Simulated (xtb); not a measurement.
Job for xtb: GFN2-xTB on H4PbSSi (SMILES [SiH3][Pb][SH]), a point of a torsion scan.

```
$ xtb mol.xyz --gfn 2 --sp --chrg 0 --uhf 0
7

Si    -1.31973441    -0.26342396    -0.00049728
Pb     0.69948221     1.50114573     0.18285780
S      2.54370345    -0.28055992     0.12920099
H     -1.13543535    -1.48169029    -0.78501599
H     -2.58506505     0.29747216    -0.48756592
H     -1.64881778    -0.73813127     1.34780416
H      2.27084184    -0.83535435    -1.03898970
```

The head of its log:

```
[...]
           -------------------------------------------------
          |                Calculation Setup                |
           -------------------------------------------------



           -------------------------------------------------
          |                 G F N 2 - x T B                 |
           -------------------------------------------------

        Reference                      10.1021/acs.jctc.8b01176
      * Hamiltonian:
        H0-scaling (s, p, d)           1.850000    2.230000    2.230000
        zeta-weighting                 0.500000
      * Dispersion:
        s8                             2.700000
        a1                             0.520000
        a2                             5.000000
        s9                             5.000000
      * Repulsion:
        kExp                           1.500000    1.000000
        rExp                           1.000000
      * Coulomb:
        alpha                          2.000000
        third order                    shell-resolved
        anisotropic                    true
        a3                             3.000000
        a5                             4.000000
        cn-shift                       1.200000
        cn-exp                         4.000000
        max-rad                        5.000000


          ...................................................
          :                      SETUP                      :
          :.................................................:
          :  # basis functions                  28          :
          :  # atomic orbitals                  26          :
          :  # shells                           12          :
          :  # electrons                        18          :
          :  max. iterations                   250          :
          :  Hamiltonian                  GFN2-xTB          :
          :  restarted?                      false          :
          :  GBSA solvation                  false          :
          :  PC potential                    false          :
          :  electronic temp.          300.0000000     K    :
          :  accuracy                    1.0000000          :
          :  -> integral cutoff          0.2500000E+02      :
          :  -> integral neglect         0.1000000E-07      :
          :  -> SCF convergence          0.1000000E-05 Eh   :
          :  -> wf. convergence          0.1000000E-03 e    :
          :  Broyden damping             0.4000000          :
          :  net charge                          0          :
          :  unpaired electrons                  0          :
          ...................................................

 iter      E             dE          RMSdq      gap      omega  full diag
   1     -9.3168707 -0.931687E+01  0.189E+01    1.53       0.0  T
   2     -9.3797503 -0.628796E-01  0.780E+00    1.53       1.0  T
```

Question: Predict the final total energy.

Answer: -9.3425 hartree.
